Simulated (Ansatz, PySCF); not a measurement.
ZrIH₃, SMILES [ZrH3][I], multiplicity 1.

The structure is a stationary point at B3LYP-D3(BJ)/def2-TZVP. The spin state was assumed, not searched. The structure was generated by enumeration; whether it is a known compound was not checked. The def2 effective core potentials stand for the cores of I, Zr; spin–orbit coupling is left out.

Vertical ionisation energy (IE) and electron affinity (EA) in eV. Rows of orbital energies are one-electron estimates. Where ΔSCF, EOM or ADC give a negative EA the extra electron is unbound and the value depends on the basis.

```json
[
 {"level": "−ε(HOMO), −ε(LUMO), r2SCAN/def2-TZVPD (PySCF)", "IE": "7.47", "EA": "3.43"},
 {"level": "−ε(HOMO), −ε(LUMO), PBE/def2-TZVPD (PySCF)", "IE": "7.18", "EA": "3.62"},
 {"level": "ΔSCF, PBE0/def2-TZVPD (Ansatz), final states of multiplicity 2 and 2", "IE": "10.23", "EA": "1.09"},
 {"level": "ΔSCF, PBE/def2-TZVPD (Ansatz), final states of multiplicity 2 and 2", "IE": "9.86", "EA": "0.96"}
]
```

Task: What vertical singlet–triplet gap does ΔSCF give with PBE0/def2-TZVPD (Ansatz, a program for electronic structure) and with PBE/def2-TZVPD (Ansatz)? (The exact figures need the calculation; the answer reports its results.)

Result: 3.64 and 3.38 eV (triplet above singlet where positive).
